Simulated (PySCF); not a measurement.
## Excitation energy of S²⁺ by level of theory

S²⁺ [Ne] 3s2 3p2 (3P) → S²⁺ [Ne] 3s1 3p2 3d1 (high-spin determinant), as a difference of total energies. All numbers are calculated (PySCF 2.14, no relativity, point nucleus, in dyall-av2z (13s9p2d, 50 functions)). Correlated levels: valence: [Ne] frozen; virtual orbitals above 40 to 60 times the deepest correlated orbital energy dropped. The calculations carry no spin-orbit coupling.

```tsv
method	excitation energy (eV)
UHF	23.684
LDA	24.631
PBE	24.379
PBE0	24.503
r2SCAN	24.049
B97-3	24.955
BHandHLYP	25.292
wB97M-V	25.036
MP2 (valence)	24.779
SCS-MP2 (valence)	25.149
```

Q: How much does correlation contribute at MP2 (valence)?

A: 24.779 − (23.684) = 1.095 eV, measured against UHF.

A first-order spin-orbit estimate (lowest level to lowest level, LS coupling) adds 0.016 eV.

The promoted electron is Rydberg-like, and one or two diffuse shells describe it only roughly, which tends to raise the upper state.

The determinant of the upper state mixes LS terms, which raises its energy above the lowest term, most at the Hartree-Fock and MP2 levels.
